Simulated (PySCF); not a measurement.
**Worked example: oscillator strength and radiative lifetime**

C5H7F, SMILES C(F)(C)(C#C)C.

The structure is a stationary point at TPSSh-D3(BJ)/def2-SVP.

TDA-CAM-B3LYP/def2-SVPD run with PySCF puts the first singlet state with f over 0.02 at 7.84 eV (vertical), with the transition dipole (0.000, 0.000, 0.642) in atomic units.

**Question.** Find the oscillator strength, the wavelength and the radiative lifetime that this transition would have in vacuum if emission retraced absorption.

**Answer.** 
|μ|² = 0.4122 au, so |μ| = 1.63 D. ΔE = 7.84/27.211 = 0.2881 hartree. f = (2/3) ΔE |μ|² = 0.079 (the program prints 0.079).
λ = 1239.84/7.84 = 158 nm; ν = 63234 cm⁻¹.
Einstein's coefficient A = 0.6670 ν² f s⁻¹ (ν in cm⁻¹) = 2.1e8 s⁻¹, so τ = 1/A = 4.7 ns. This state is S4; the lower singlets have f = 0.000, 0.002, 0.000. The figure is the radiative limit of this one transition; relaxation, internal conversion, crossing to triplets and a medium change what is measured.
